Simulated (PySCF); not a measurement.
Species: C7H4FS (doublet state).
Atom-mapped SMILES: `[CH:1]#[C:2][C:3]#[C:4][C@@:5]1([F:6])[CH:7][S:8][CH2:9]1` (hydrogens: H10 on C1; H11 on C7; H12, H13 on C9)

Computed with PySCF, UKS B3LYP, pcH-1 on C F H S, non-relativistic, mean-field spin-orbit, GIAO. Geometry: GFN2-xTB, one conformer, isolated molecule. The geometry wasn't refined by DFT: couplings that depend on bond lengths, twists or pyramidal angles can differ widely from those at the functional's own minimum. No stability test was run, so a lower SCF solution isn't excluded.

Break the g tensor into its mass correction, gauge correction and orbital-Zeeman/spin–orbit terms.

| Δg (ppt) | 1 | 2 | 3 |
| --- | --- | --- | --- |
| relativistic mass correction | -0.19 | -0.19 | -0.19 |
| gauge correction | 0.01 | 0.04 | 0.04 |
| orbital Zeeman/spin–orbit | -1.07 | 1.40 | 7.89 |
| total | -1.25 | 1.25 | 7.74 |

So g = 2.00107, 2.00357, 2.01006 and g_iso = 2.00490; the tensor is rhombic: the two nearest values differ by 28 % of g3 − g1. 

What are the electron Larmor frequencies g μB B/h along the three axes at 1200 mT?

33.6090, 33.6509, 33.7599 GHz for g1, g2 and g3, a range of 150.9 MHz.

What effective moment and Curie constant follow for a powder?

With the mean of g² = 4.0196 and S(S+1) = 0.75: μ_eff = √(⟨g²⟩S(S+1)) = 1.736 μB and χT = 0.12505·⟨g²⟩·S(S+1) = 0.377 cm³ K/mol (cgs; spin-Hamiltonian part alone).

How much does each term add to the isotropic shift?

The orbital-Zeeman/spin–orbit term 2.74, the mass correction -0.19 and the gauge correction 0.03 ppt, for a total of 2.58 ppt. The orbital-Zeeman/spin–orbit term is the largest in size. The mass correction is the same along every axis, so the anisotropy comes from the other two: their spans along these axes are 0.03 (gauge) and 8.96 ppt (orbital Zeeman/spin–orbit).

In a frozen sample, at which fields do the three g values resonate at 9.5, 34, 94 and 263 GHz (hyperfine left aside), and which band first spreads them over more than twice a line width of 1.0 mT?

| band | GHz | B(g3) mT | B(g2) mT | B(g1) mT | spread mT |
| --- | --- | --- | --- | --- | --- |
| X | 9.5 | 337.68 | 338.77 | 339.19 | 1.52 |
| Q | 34.0 | 1208.53 | 1212.45 | 1213.96 | 5.43 |
| W | 94.0 | 3341.24 | 3352.06 | 3356.24 | 15.00 |
| J | 263.0 | 9348.37 | 9378.64 | 9390.34 | 41.97 |

The spread grows in proportion to the frequency. Q band is the first where it exceeds 2.0 mT.

The largest Mulliken spin populations are on C7 (+0.74) and S8 (+0.24). The angles at C7 add up to 355.4°, so it is nearly planar; its axial dipolar tensor and the negative coupling of its proton fit spin in a p orbital normal to that plane.

The HOMO–LUMO gaps are 4.02 eV among the α and 4.81 eV among the β orbitals.
